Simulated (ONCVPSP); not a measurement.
Which setting gave this result? (tungsten (W), ONCV)

Base potential:

* Element: tungsten (W)
* Generator: ONCVPSP 4.0.1
* Type: optimised norm-conserving Vanderbilt (ONCV)
* Functional: PBE
* Relativity: scalar-relativistic
* Frozen core: [Kr] 4d10
* Valence charge: 28
* Reference configuration: 4f14 5s2 5p6 5d4 6s0.5 (charge +1.5)
* Partial waves: 5s+6s: rc 1.75 bohr, ncon 3, nbas 8, qcut 5.9 1/bohr, 3 projectors, debl 3.7 Ha; 5p: rc 1.25 bohr, ncon 4, nbas 9, qcut 6.1 1/bohr, 1 projector; 5d: rc 2.15 bohr, ncon 3, nbas 8, qcut 8.8 1/bohr, 2 projectors, debl 1.1 Ha; 4f: rc 0.60 bohr, ncon 4, nbas 8, qcut 25.9 1/bohr, 2 projectors, debl 3.8 Ha
* Local potential: polynomial inside 0.55 bohr (lpopt 4, dvloc0 0 Ha)
* Core correction: Teter function, fcfact 2.75, rcfact 1.4

Cutoffs, loose and tight: the cutoffs (Ha) at which the residual kinetic energy of the hardest occupied pseudo-wave falls to 1 and 0.1 mHa per electron. They do not see the model core or the augmentation charge, which bear on the density cutoff. Test errors are all-electron minus pseudo excitation energies from the reference, over the configurations 4f14 5s2 5p6 5d4 6s2; 4f14 5s2 5p6 5d4 6s1; 4f14 5s2 5p6 5d4 6s0; 4f14 5s2 5p6 5d3 6s0; variants that change the core or the reference have their own tests. The largest error is taken over the tests solved by every variant that gives reliable tests at all, those not shown here included: 4f14 5s2 5p6 5d3 6s0; 4f14 5s2 5p6 5d4 6s0; 4f14 5s2 5p6 5d4 6s1.

Only the scale of all radii but the core radius (base = 1) is moved:

```csv
scale of all radii but the core radius (base = 1),"cutoff, loose","cutoff, tight",bound ghosts,largest test error (meV)
0.8,1055 Ha,1234 Ha,"s, p, d",-6.6
0.87,619 Ha,1009 Ha,"s, p",-6.9
0.99,309 Ha,401 Ha,"s, p",-6.6
1.1,288 Ha,313 Ha,"s, p",-5.3
1.17,274 Ha,300 Ha,"s, p",-4.3
1.25,257 Ha,283 Ha,"s, p",-4.9
1.31,253 Ha,278 Ha,"s, p",-3.8
```

Q: One more run gave cutoff, loose: 328 Ha; cutoff, tight: 800 Ha; bound ghosts: s, p; largest test error (meV): -6.8. Which value of the scale of all radii but the core radius (base = 1) was used?

A: 0.94. The loose cutoff moves one way along this sweep, from 1055 Ha at 0.8 to 253 Ha at 1.31, which places the run between 0.87 and 0.99.
